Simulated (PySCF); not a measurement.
Ionising Ge₂

PBE0; basis Ge cc-pVTZ-PP with ECP10; scalar-relativistic core potentials; PySCF 2.14. Neutral (UKS): triplet (π ↑↑), Re = 2.383 Å, ωe = 291 cm⁻¹, De = 2.89 eV, HOMO -5.48 eV, LUMO -3.38 eV.

Ge₂⁺ (UKS): quartet (σ ↑, π ↑↑), Re = 2.412 Å, ωe = 258 cm⁻¹, De = 3.30 eV to Ge⁺ + Ge. The energies at the minima are -589.08860 hartree for Ge2 and -588.81355 for Ge₂⁺.

(1) Work out the adiabatic ionisation energy, without and with harmonic zero-point energies (1 hartree = 27.2114 eV, 1 eV = 8065.5 cm⁻¹), and the change of the bond length.

Spin–orbit coupling is left out. States were picked by a PBE0 search and need not be the measured ground states.

Answers

(1) At PBE0: 0.27505 hartree = 7.484 eV between the minima; the zero-point term (258.0 − 291.0)/2 cm⁻¹ = -0.002 eV makes it 7.482 eV. Re changes by +2.9 pm against the neutral. The electron leaves a σ orbital, and the longer bond of the ion fits a bonding orbital, or a change in how ionic the bond is.
